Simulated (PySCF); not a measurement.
B3GeH8N3O: core ionisation energies

Compound: B₃GeH₈N₃O.
Z-matrix (Å and degrees, PBE0-D3(BJ)/def2-SVP geometry), rows numbered from 1:
```
Ge
O   1  1.7796
B   2  1.3704  1  132.21
N   3  1.4391  2  124.48  1     4.23
B   4  1.4248  3  122.50  2   179.85
N   5  1.4263  4  117.90  3     0.14
B   6  1.4297  5  122.36  4     0.00
N   7  1.4206  6  117.49  5    -0.11
H   1  1.5432  2  109.62  3   -20.75
H   1  1.5340  2  106.12  3  -140.47
H   1  1.5368  2  107.78  3    99.70
H   4  1.0117  3  119.63  2     0.67
H   5  1.2107  4  120.85  3  -179.88
H   6  1.0107  5  118.82  4   179.90
H   7  1.2105  6  121.16  5   179.82
H   8  1.0118  3  117.39  2     0.16
```

Computed with delta-SCF UKS SCAN, pcX-2 on the ionised atom, pcseg-1 elsewhere, spin-free X2C in PySCF 2.14.0. Each binding energy is the total energy of the core-ionised species, with the hole localised on one atom, minus that of the ground state; both are solved self-consistently, so orbital relaxation is included.

Q: What binding energy does each computed site have?

A: 
| atom(s) | bonded to | level | binding energy (eV) | above the level's lowest (eV) | count |
| --- | --- | --- | --- | --- | --- |
| B5/B7 | 2 N and H | B 1s | 195.57 | 0.00 | 2 |
| B3 | O and 2 N | B 1s | 196.53 | +0.96 | 1 |
| N6 | H and 2 B | N 1s | 404.35 | 0.00 | 1 |
| N4/N8 | H and 2 B | N 1s | 404.39 | +0.04 | 2 |
| O2 | B and Ge | O 1s | 537.48 | 0.00 | 1 |

Lowest listed B 1s: B5/B7, bonded to 2 N and H. Highest, 0.96 eV above it: B3, bonded to O and 2 N. Summing the Pauling electronegativity differences to the bonded atoms, each weighted by its formal bond order, gives +2.16 for the lowest site and +3.40 for the highest.

The 2 N 1s values lie within 0.04 eV of each other; Gaussian lines of 0.5 eV full width would blend them into one maximum.

Q: Which photon wavelength matches the B 1s of B5/B7 threshold?

A: λ = hc/E = 12398.42 eV Å / 195.57 eV = 63.396 Å.

One atom of each set of topologically equivalent atoms was ionised and stands for the set; in this conformer not all members are related by symmetry, and their own values weren't computed. No level of germanium is listed. The structure is a single PBE0-D3(BJ)/def2-SVP conformer in the gas phase; no vibrational or solvent corrections.
